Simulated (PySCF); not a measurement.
**A search over the determinants of CoS**

Unrestricted PBE0; PySCF, no relativity, basis sets Co def2-TZVPP, S def2-TZVPP. Outer shells of the fragments: Co 3d7 4s2; S 3s2 3p4.

Followed along the bond (rough minima from three points):

```tsv
2Ms+1	unpaired	⟨S²⟩ at the start	R at minimum (Å)	Te (eV)
4	π ↑↑, δ ↑	3.77	1.97	0.00
4	σ ↑, π ↑, δ ↑	3.78	2.05	0.35
4	σ ↑, π ↑, δ ↑	3.78	2.06	0.36
2	π ↑↓, δ ↑	1.78	2.04	0.62
2	σ ↑, π ↓, δ ↑	1.78	2.11	0.68
4	σ ↑, π ↑↑	3.78	1.98	0.76
```

Solutions found at the starting distance of 2.055 Å, counted from the lowest of them; the search is not exhaustive and high or unbound solutions are not listed, so other states can lie among these:

```csv
2Ms+1,unpaired,term,E (eV),⟨S²⟩,⟨Lz²⟩,μ (D)
4,"π ↑↑, δ ↑",⁴Δ,0.00,3.77,4.01,-5.33
4,"σ ↑, π ↑, δ ↑",mixed,0.27,3.78,4.81,-5.50
4,"σ ↑, π ↑, δ ↑",mixed,0.28,3.78,5.02,-5.38
2,"π ↑↓, δ ↑",mixed,0.55,1.78,6.01,-4.34
2,"σ ↑, π ↓, δ ↑",mixed,0.63,1.78,4.98,-4.80
4,"σ ↑, π ↑↑",⁴Σ⁻,0.74,3.78,0.00,-5.66
2,δ ↑,mixed,0.86,1.62,5.99,-3.98
2,π ↑,mixed,0.87,1.56,1.02,-4.34
6,"σ ↑↑, π ↑↑, δ ↑",mixed,1.10,8.77,4.34,-0.66
2,"σ ↓, π ↑, δ ↑",mixed,1.17,1.77,5.12,-5.14
4,"π ↑↑, δ ↑",mixed,1.29,3.84,5.98,-3.87
4,"σ ↑, π ↑, δ ↑",mixed,1.49,4.59,5.05,-0.51
6,"σ ↑, π ↑↑↑, δ ↑",mixed,1.79,8.76,5.01,-0.53
6,"σ ↑, π ↑↑↑, δ ↑",mixed,1.80,8.76,4.91,-0.45
```

A term symbol is given only where ⟨S²⟩ and ⟨Lz²⟩ are close to those of a pure state; real π, δ and φ orbitals otherwise mix terms. A positive dipole means Co(−)S(+).

Question: Compare the gap between the two lowest followed solutions at the starting distance with the gap between their minima.

Answer: At PBE0 the second solution (quartet, unpaired electrons σ ↑, π ↑, δ ↑) lies +0.27 eV from the first (quartet, unpaired electrons π ↑↑, δ ↑) at 2.055 Å and +0.35 eV at the minima; the two curves relax by different amounts, since their minima lie near 2.05 and 1.97 Å.

With d or f electrons several states lie close, and the lowest PBE0 determinant need not be the measured ground state.
